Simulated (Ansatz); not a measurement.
Z-matrix (Å, degrees):
```
C
Si 1 1.879
H 1 1.092 2 110.5
H 1 1.092 2 110.5 3 119.5
H 1 1.093 2 110.9 3 -120.3
Si 2 2.340 1 114.8 3 -59.7
H 2 1.494 1 109.4 3 178.2
H 2 1.494 1 109.4 3 62.4
Ga 6 2.585 2 114.5 1 -179.9
H 6 1.501 2 106.8 1 -56.1
H 6 1.501 2 106.8 1 56.2
```

Total charge 0; spin multiplicity 1. The bonds changed during the relaxation, so this is another structure than the one it started from.

List the r2SCAN/def2-TZVPP orbital energies in eV (Ansatz 0.2.0). (An estimate is asked.)

Ansatz gave: Occupied: -10122.53, -1790.51, -1790.03, -1244.70, -1101.09, -1101.09, -1101.02, -272.58, -148.19, -140.97, -140.55, -101.04, -101.03, -100.75, -95.83, -95.83, -95.81, -95.41, -95.41, -95.38, -20.65, -20.65, -20.43, -20.43, -20.38, -18.06, -13.65, -12.01, -10.27, -10.19, -9.40, -8.57, -8.04, -7.95, -6.95, -4.93. Lowest empty: -2.71, -2.71, -0.02, 0.33, 0.68, 1.04, 1.33, 1.98.
